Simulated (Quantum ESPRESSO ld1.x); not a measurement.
Species: K. Configuration: [Ne] 3s1 3p6 4s2 (not the ground configuration). All-electron calculation, scalar-relativistic Kohn-Sham, LDA (Slater exchange, VWN5 correlation), spin-unpolarised, spherical densities, point nucleus. Program: ld1.x of Quantum ESPRESSO 7.5.

Unscreened Slater integrals over Kohn-Sham orbitals (hartree). Empty in this configuration: 3d.

integral       value
F0(4s,4s)    0.21901
F0(4s,3p)    0.28212
G1(4s,3p)   0.018286
F0(4s,3s)    0.28446
G0(4s,3s)   0.012243
F0(4s,2p)    0.30272
G1(4s,2p)  0.0061036
F0(4s,3d)    0.26097
G2(4s,3d)   0.062085
F0(3p,3p)    0.66203
F2(3p,3p)    0.33128
F0(3p,3s)    0.69286
G1(3p,3s)    0.45881
F0(3p,2p)    0.90519
F2(3p,2p)    0.16571
G0(3p,2p)   0.066043
G2(3p,2p)   0.067282
F0(3p,3d)    0.49734
F2(3p,3d)    0.21613
G1(3p,3d)    0.26592
G3(3p,3d)    0.15665
F0(3s,3s)    0.72825
F0(3s,2p)    0.97064
G1(3s,2p)   0.076860
F0(3s,3d)    0.51337
G2(3s,3d)    0.19250
F0(2p,2p)     2.6099
F2(2p,2p)     1.2160
F0(2p,3d)    0.59734
F2(2p,3d)   0.075586
G1(2p,3d)   0.046017
G3(2p,3d)   0.025909
F0(3d,3d)    0.40191
F2(3d,3d)    0.17472
F4(3d,3d)    0.10671
